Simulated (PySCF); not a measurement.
**Excitation energy of Be by level of theory**

Be [He] 2s2 (1S) → Be [He] 2s1 3s1 (3S), as a difference of total energies. Calculation: PySCF 2.14, in aug-cc-pVTZ-DK; the spin-free X2C one-electron Hamiltonian (Gaussian nucleus). Correlated levels: valence: 1s2 frozen. The calculations carry no spin-orbit coupling.

| method | excitation energy (eV) |
| --- | --- |
| UHF | 5.333 |
| MP2 (valence) | 6.053 |
| SCS-MP2 (valence) | 6.241 |
| CCSD (valence) | 6.446 |

Errors of the correlated levels include the incompleteness of this basis and the frozen core.

With two correlated electrons CCSD is exact in that space.

Question: Which method comes closest to the reference value, and which is furthest?

Answer: The reference is 6.457 eV (measured; NIST levels). Closest: CCSD (valence) (error -0.011 eV); furthest: UHF (error -1.124 eV).
